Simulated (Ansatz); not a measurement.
The same substitution along the group F, Cl, Br.

Computed with Ansatz on PBE0-D4/def2-TZVP structures; ΔE is electronic, products minus reactants. CBS: MP2 limit from def2 TZ/QZ plus the TZ coupled-cluster correction, frozen cores. Functionals use def2-TZVPP. B3LYP here is the variant with VWN-RPA as its local correlation; programs differ in this. For Br, Mg outer-core shells are correlated without core-valence functions, which leaves a few kJ/mol of doubt a bond. Scalar relativity is left out up to krypton. Each species was taken in one conformer, which may not be the lowest.

```tsv
reaction	CCSD/CBS(def2) (kcal/mol)	B3LYP-D4 (kcal/mol)	CCSD(T)/CBS(def2) (kcal/mol)
`C[CH2][Mg][F]` + `NCS` → `CCNCS` + `[F][MgH]`	6.2	5.0	6.2
`C[CH2][Mg][Cl]` + `NCS` → `CCNCS` + `[MgH][Cl]`	6.8	5.1	6.9
`C[CH2][Mg][Br]` + `NCS` → `CCNCS` + `[MgH][Br]`	7.0	5.1	7.1
```

Largest T1 diagnostic: 0.011, for `[F][MgH]`.
